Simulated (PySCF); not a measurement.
C5H7BO2.
Numbering: `[CH2:1]=[CH:2][B@@H-:3]1[O:4][CH:5]=[CH:6][CH:7]=[O+:8]1` (hydrogens: H9, H10 on C1; H11 on C2; H12 on B3; H13 on C5; H14 on C6; H15 on C7)

Torsions of this conformer, `[CH2:1]=[CH:2][B@@H-:3]1[O:4][CH:5]=[CH:6][CH:7]=[O+:8]1`: C1–C2–B3–O4 122°.

The closed-shell ground state was solved at several levels (PySCF, density fitting, gas phase, non-relativistic). Geometry: PBE0-D3(BJ)/def2-SVP, one conformer, isolated molecule.

| level | basis functions | total energy (Eh) | HOMO (eV) | LUMO (eV) | gap (eV) | dipole (D) |
| --- | --- | --- | --- | --- | --- | --- |
| B3LYP/pcJ-1 | 286 | -370.0684 | -6.77 | -2.66 | 4.11 | 4.46 |
| B3LYP/def2-SVPD | 222 | -369.8042 | -6.82 | -2.74 | 4.08 | 4.30 |

(1) What might PBE0/pcSseg-1 (171 basis functions) give for the same quantities?

(2) Over all these levels, which gives the widest orbital gap and which the narrowest?

(3) How far do the dipole and the HOMO energy spread over the levels?

Answers

(1) Total energy -369.5767 Eh, HOMO -7.00 eV, LUMO -2.46 eV, gap 4.54 eV, dipole 4.44 D.

(2) PBE0/pcSseg-1 (global hybrid, 25 % exact exchange) has the widest, 4.54 eV, and B3LYP/def2-SVPD (global hybrid, 20 % exact exchange) the narrowest, 4.08 eV. Functional and basis both differ between the two, so the spread mixes both effects.

(3) The dipole runs from 4.30 to 4.46 D (mean 4.40 D) and the HOMO from -7.00 to -6.77 eV.
